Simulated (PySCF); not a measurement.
How methods differ on the excitation energy of B⁺

B⁺ [He] 2s2 (1S) → B⁺ [He] 2p2 (3P), as a difference of total energies. Calculation: PySCF 2.14, in ANO-RCC-VTZP; the spin-free X2C one-electron Hamiltonian (Gaussian nucleus). Correlated levels: valence and next inner shell: nothing frozen. The calculations carry no spin-orbit coupling.

| method | excitation energy (eV) |
| --- | --- |
| UHF | 10.974 |
| MP2 (valence and next inner shell) | 11.713 |
| SCS-MP2 (valence and next inner shell) | 12.046 |
| CCSD (valence and next inner shell) | 12.276 |
| CCSD(T) (valence and next inner shell) | 12.287 |
| CCSDT (valence and next inner shell) | 12.287 |

How much does correlation contribute at CCSD(T) (valence and next inner shell)?

12.287 − (10.974) = 1.313 eV, measured against UHF.

Errors of the correlated levels include the incompleteness of this basis.

The basis was made for the ground configuration and has no added diffuse functions, so the excitation energy can come out too high.

The coupled-cluster amplitudes are large for the lower state (T1 above 0.03 or a double amplitude above 0.15), so a single reference is strained.

For comparison: 12.265 eV (measured; NIST levels, between the centres of gravity of the two terms).
